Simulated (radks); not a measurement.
The numbers below are computed, except where a source is named.
The rhenium ion Re2+, configuration [Kr] 4d10 4f14 5s1 5p6 5d6 (not the ground configuration). Code: a radial shooting solver on a logarithmic mesh with Libxc functionals. Model: scalar-relativistic Kohn-Sham, SCAN, spin-polarised, spherical densities, finite nucleus; open shells are filled with parallel spins first (spin-orbit coupling, left out, can overturn this in heavy ions); meta-GGA in the generalised Kohn-Sham scheme; Fermi nuclear charge, rms radius 5.3698 fm.

Unscreened Slater integrals over Kohn-Sham orbitals (cm^-1). They are taken over the spin-up orbitals.

F0(5d,5d): 117170
F2(5d,5d): 60790
F4(5d,5d): 40132
F0(5d,4f): 151550
F2(5d,4f): 35320
F4(5d,4f): 16584
G1(5d,4f): 13005
G3(5d,4f): 11596
G5(5d,4f): 9106.4
F0(5d,5p): 134730
F2(5d,5p): 65864
G1(5d,5p): 78329
G3(5d,5p): 48386
F0(5d,5s): 140020
G2(5d,5s): 50429
F0(4f,4f): 348600
F2(4f,4f): 169600
F4(4f,4f): 107240
F6(4f,4f): 77389
F0(4f,5p): 202120
F2(4f,5p): 64215
G2(4f,5p): 27360
G4(4f,5p): 22312
F0(4f,5s): 226950
G3(4f,5s): 34539
F0(5p,5p): 165060
F2(5p,5p): 89154
F0(5p,5s): 176080
G1(5p,5s): 117750
F0(5s,5s): 190390

Derived for the open shells (J is the average intra-shell exchange parameter used in DFT+U). 5d: Racah B = F2/49 - 5 F4/441 = 785.6 cm^-1, C = 35 F4/441 = 3185 cm^-1, C/B = 4.05, F4/F2 = 0.660, J = (F2 + F4)/14 = 7209 cm^-1.
